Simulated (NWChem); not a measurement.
System: arsenic trifluoride (AsF3); SMILES F[As](F)F

The following NWChem deck was run.

```
start job
memory heap 200 mb stack 900 mb global 1100 mb
geometry units angstroms noautoz
  F     -1.443028    -0.389537    -0.504258
  As     0.000000     0.000000     0.381739
  F      1.058863    -1.054930    -0.504258
  F      0.384165     1.444468    -0.504258
end
basis spherical
  * library 3-21g
end
dft
  xc b3lyp
  iterations 150
  mulliken
end
task dft gradient
```

NWChem printed, in part:

```
             Northwest Computational Chemistry Package (NWChem) 7.3.0
             --------------------------------------------------------

 C3V symmetry detected

                             Geometry "geometry" -> ""
                             -------------------------

 Output coordinates in angstroms (scale by  1.889725989 to convert to a.u.)

  No.       Tag          Charge          X              Y              Z
 ---- ---------------- ---------- -------------- -------------- --------------
    1 F                    9.0000     1.05689858     1.05689858    -0.48729835
    2 As                  33.0000     0.00000000     0.00000000     0.39869865
    3 F                    9.0000    -1.44375030     0.38685173    -0.48729835
    4 F                    9.0000     0.38685173    -1.44375030    -0.48729835

 Effective nuclear repulsion energy (a.u.)     321.0287307225

      Symmetry information
      --------------------

 Group name             C3v
 Group number             17
 Group order               6
 No. of unique centers     2

                                 NWChem DFT Module
                                 -----------------

 Summary of "ao basis" -> "ao basis" (spherical)
 ------------------------------------------------------------------------------
       Tag                 Description            Shells   Functions and Types
 ---------------- ------------------------------  ------  ---------------------
 F                           3-21g                   5        9   3s2p
 As                          3-21g                  10       22   5s4p1d

      Symmetry analysis of basis
      --------------------------

        a1         17
        a2          2
        e          30

  Rotation of axis

            General Information
            -------------------
          SCF calculation type: DFT
          Wavefunction type:  closed shell.
          No. of atoms     :     4
          No. of electrons :    60
           Alpha electrons :    30
            Beta electrons :    30
          Charge           :     0
          Spin multiplicity:     1
          Use of symmetry is: on ; symmetry adaption is: on
          Maximum number of iterations: 150
          AO basis - number of functions:    49
                     number of shells:    25
          Convergence on energy requested:  1.00D-06
          Convergence on density requested:  1.00D-05
          Convergence on gradient requested:  5.00D-04

              XC Information
              --------------
                         B3LYP Method XC Potential
                     Hartree-Fock (Exact) Exchange  0.200
                        Slater Exchange Functional  0.800 local
                    Becke 1988 Exchange Functional  0.720 non-local
              Lee-Yang-Parr Correlation Functional  0.810
                  VWN I RPA Correlation Functional  0.190 local

             Grid Information
             ----------------
          Grid used for XC integration:  medium
          Radial quadrature: Mura-Knowles
          Angular quadrature: Lebedev.
          Tag              B.-S. Rad. Rad. Pts. Rad. Cut. Ang. Pts.
          ---              ---------- --------- --------- ---------
          F                   0.50       49           6.0       434
          As                  1.15      112           5.0       590
          Grid pruning is: on
          Number of quadrature shells:   161
          Spatial weights used:  Erf1

      Superposition of Atomic Density Guess
      -------------------------------------

 Sum of atomic energies:       -2519.95090443

      Non-variational initial energy
      ------------------------------

 Total energy =   -2520.040619
 1-e energy   =   -4162.064515
 2-e energy   =    1320.995165
 HOMO         =      -0.347249
 LUMO         =       0.075697

      Symmetry analysis of molecular orbitals - initial
      -------------------------------------------------

  Numbering of irreducible representations:

     1 a1          2 a2          3 e

  Orbital symmetries:

     1 a1          2 a1          3 e           4 e           5 a1
     6 a1          7 e           8 e           9 a1         10 e
    11 e          12 a1         13 e          14 e          15 a1
    16 e          17 e          18 a1         19 e          20 e
    21 a1         22 e          23 e          24 a1         25 e
    26 e          27 e          28 e          29 a2         30 a1
    31 e          32 e          33 a1         34 a1         35 a1
    36 e          37 e          38 e          39 e          40 a1

     ---------------------------------------------
      Total Density - Mulliken Population Analysis
     ---------------------------------------------

    Atom       Charge   Shell Charges
 -----------   ------   -------------------------------------------------------
    1 F    9     9.66   1.98  0.46  2.60  1.52  3.10
    2 As  33    31.02   2.00  2.00  5.99  2.00  5.94  0.81  0.81  0.96  0.52  9.99
    3 F    9     9.66   1.98  0.46  2.60  1.52  3.10
    4 F    9     9.66   1.98  0.46  2.60  1.52  3.10

   convergence    iter        energy       DeltaE   RMS-Dens  Diis-err
 ---------------- ----- ----------------- --------- --------- ---------
 d= 0,ls=0.0,diis     1  -2522.9671545332 -2.84D+03  3.73D-02  1.12D+00
 d= 0,ls=0.0,diis     2  -2522.8485713808  1.19D-01  1.85D-02  2.89D+00
 d= 0,ls=0.0,diis     3  -2523.1177117266 -2.69D-01  1.87D-03  5.95D-03
 d= 0,ls=0.0,diis     4  -2523.1181524167 -4.41D-04  6.16D-04  7.41D-04
 d= 0,ls=0.0,diis     5  -2523.1182782769 -1.26D-04  8.28D-06  1.48D-07
 d= 0,ls=0.0,diis     6  -2523.1182782950 -1.81D-08  1.04D-06  3.30D-09

         Total DFT energy =    -2523.118278295034
      One electron energy =    -4160.009324308253
           Coulomb energy =     1430.611535681616
    Exchange-Corr. energy =     -114.749220390909
 Nuclear repulsion energy =      321.028730722512

 Numeric. integr. density =       59.999999673850

                  Occupations of the irreducible representations
                  ----------------------------------------------

                     irrep           alpha         beta
                     --------     --------     --------
                     a1               11.0         11.0
                     a2                1.0          1.0
                     e                18.0         18.0

                       DFT Final Molecular Orbital Analysis
                       ------------------------------------

 Vector   28  Occ=2.000000D+00  E=-3.822836D-01  Symmetry=e
              MO Center=  4.9D-01,  4.8D-01, -4.5D-01, r^2= 2.3D+00
   Bfn.  Coefficient  Atom+Function         Bfn.  Coefficient  Atom+Function
  ----- ------------  ---------------      ----- ------------  ---------------
     9      0.308083  1 F  pz                 5      0.287291  1 F  pz
     7      0.262215  1 F  px                 8      0.262732  1 F  py
     3      0.232460  1 F  px                 4      0.233018  1 F  py
    48      0.199402  4 F  py                38      0.196795  3 F  px
    44      0.180455  4 F  py                34      0.178162  3 F  px

 Vector   29  Occ=2.000000D+00  E=-3.737177D-01  Symmetry=a2
              MO Center=  4.3D-14,  1.2D-14, -4.9D-01, r^2= 2.6D+00
   Bfn.  Coefficient  Atom+Function         Bfn.  Coefficient  Atom+Function
  ----- ------------  ---------------      ----- ------------  ---------------
    39      0.339538  3 F  py                47     -0.339538  4 F  px
    35      0.309290  3 F  py                43     -0.309290  4 F  px
     7      0.248559  1 F  px                 8     -0.248559  1 F  py
     3      0.226416  1 F  px                 4     -0.226416  1 F  py
    38      0.090979  3 F  px                48     -0.090979  4 F  py

 Vector   30  Occ=2.000000D+00  E=-3.177377D-01  Symmetry=a1
              MO Center=  1.2D-17, -2.9D-16,  1.2D-01, r^2= 2.6D+00
   Bfn.  Coefficient  Atom+Function         Bfn.  Coefficient  Atom+Function
  ----- ------------  ---------------      ----- ------------  ---------------
    23      0.470199  2 As s                 22      0.318700  2 As pz
     9     -0.284373  1 F  pz                40     -0.284373  3 F  pz
    49     -0.284373  4 F  pz                 5     -0.249002  1 F  pz
    36     -0.249002  3 F  pz                45     -0.249002  4 F  pz
    15     -0.187620  2 As s                 19      0.182189  2 As s

 Vector   31  Occ=0.000000D+00  E=-9.192222D-03  Symmetry=e
              MO Center= -3.2D-02, -1.6D-02,  3.7D-01, r^2= 2.6D+00
   Bfn.  Coefficient  Atom+Function         Bfn.  Coefficient  Atom+Function
  ----- ------------  ---------------      ----- ------------  ---------------
    25      0.630300  2 As py                24      0.451536  2 As px
    21      0.376140  2 As py                 6     -0.372414  1 F  s
    20      0.269460  2 As px                46      0.239501  4 F  s
     9     -0.231440  1 F  pz                17     -0.213531  2 As py
    39     -0.198299  3 F  py                47     -0.180477  4 F  px

[...]

                         DFT ENERGY GRADIENTS

    atom               coordinates                        gradient
                 x          y          z           x          y          z
   1 F       1.997249   1.997249  -0.920860    0.006801   0.006801  -0.004637
   2 As      0.000000   0.000000   0.753431    0.000000   0.000000   0.013912
   3 F      -2.728292   0.731044  -0.920860   -0.009291   0.002490  -0.004637
   4 F       0.731044  -2.728292  -0.920860    0.002490  -0.009291  -0.004637
```

Level: B3LYP/3-21G. All runs use the structure optimised with B3LYP/6-31G* (spherical d). B3LYP is NWChem's, with the RPA form of VWN correlation.
